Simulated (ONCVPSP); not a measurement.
Scattering properties, ONCV potential for Li

* Element: Li
* Generator: ONCVPSP 4.0.1
* Type: optimised norm-conserving Vanderbilt (ONCV)
* Functional: PBEsol
* Relativity: scalar-relativistic
* Frozen core: none
* Valence charge: 3
* Reference configuration: 1s2 2s1
* Partial waves: 1s+2s: rc 0.95 bohr, ncon 5, nbas 10, qcut 15.6 1/bohr, 2 projectors; p scattering state at 0.34 Ha: rc 1.00 bohr, ncon 5, nbas 9, qcut 7.6 1/bohr, 2 projectors, debl 0.7 Ha; d scattering state at 0.45 Ha: rc 0.75 bohr, ncon 3, nbas 8, qcut 12.8 1/bohr, 2 projectors, debl 0.7 Ha
* Local potential: polynomial inside 0.50 bohr (lpopt 5, dvloc0 -1 Ha)
* Core correction: none

The phase is arctan(r·R′/R) of the radial function R(r), unwrapped; energies in Ha, scanned from -3 to 5 Ha. A pole is an energy at which the radial function vanishes at the test radius. The pseudo phase is shifted by a multiple of π to meet the all-electron one at the reference energy, and phase errors are pseudo minus all-electron; the curves can meet again beyond the range given. Levels narrower than the energy grid can be missing from the lists of poles.

| channel | radius (bohr) | reference energy (Ha) | poles, all-electron | poles, pseudo | unbroken range about the reference energy with phases within 0.05 rad | phase error 1 Ha above the reference energy (rad) |
| --- | --- | --- | --- | --- | --- | --- |
| s | 0.96 | -0.10 | -0.81 | -0.81 | the whole range | +0.000 |
| p | 1.01 | 0.34 | none | none | the whole range | +0.000 |
| d | 0.76 | 0.45 | none | none | the whole range | +0.000 |

Phases in the p channel:

```
E (Ha)  all-electron  pseudo
 -2.98         0.989   0.989
 -2.76         0.963   0.963
 -2.54         0.934   0.934
 -2.32         0.902   0.902
 -2.10         0.866   0.866
 -1.88         0.825   0.825
 -1.66         0.778   0.778
 -1.44         0.726   0.726
 -1.22         0.666   0.666
 -1.00         0.598   0.598
 -0.78         0.519   0.519
 -0.56         0.430   0.430
 -0.34         0.329   0.329
 -0.12         0.215   0.215
  0.10         0.091   0.091
  0.32        -0.042  -0.042
  0.54        -0.180  -0.180
  0.76        -0.317  -0.317
  0.98        -0.450  -0.450
  1.20        -0.574  -0.574
  1.42        -0.686  -0.686
  1.64        -0.787  -0.787
  1.86        -0.876  -0.876
  2.08        -0.954  -0.954
  2.30        -1.022  -1.022
  2.52        -1.083  -1.083
  2.74        -1.135  -1.136
  2.96        -1.182  -1.183
  3.18        -1.224  -1.224
  3.40        -1.262  -1.262
  3.62        -1.295  -1.295
  3.84        -1.326  -1.326
  4.06        -1.353  -1.354
  4.28        -1.379  -1.379
  4.50        -1.403  -1.403
  4.72        -1.424  -1.425
  4.94        -1.445  -1.445
```
